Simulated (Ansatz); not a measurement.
Mulliken charges of F₂GaH₃OSi (`[F][Ga]([F])[O][SiH3]`) from B3LYP/def2-TZVPP in Ansatz (PBE0-D4/def2-TZVP geometry).

```csv
atom,x (Å),y (Å),z (Å),charge (e)
F1,0.130,-2.237,1.455,-0.356
Ga2,1.185,-1.114,0.660,0.883
F3,2.883,-1.414,0.758,-0.342
O4,0.575,0.271,-0.207,-0.389
Si5,-0.871,0.961,-0.579,0.406
H6,-1.631,1.276,0.660,-0.068
H7,-1.681,0.044,-1.422,-0.069
H8,-0.590,2.211,-1.325,-0.066
```

Task: By hand: the dipole of these point charges (1 e Å = 4.8032 D).

Result: Σ q r = (-0.297, 0.345, -0.208) e Å, of length 0.500 e Å = 2.40 D.

Task: How does the dipole of the full density compare? (Best estimate.)

Result: Ansatz gave: (-0.183, 0.211, -0.127) e Å, 1.47 D; the point charges give 1.63 times that, at 0° from its direction.

Point charges leave out the atoms' own dipoles, such as those of lone pairs, and Mulliken's split depends on the basis, so the two needn't agree.

B3LYP here is the variant with VWN-RPA as its local correlation; programs differ in this.
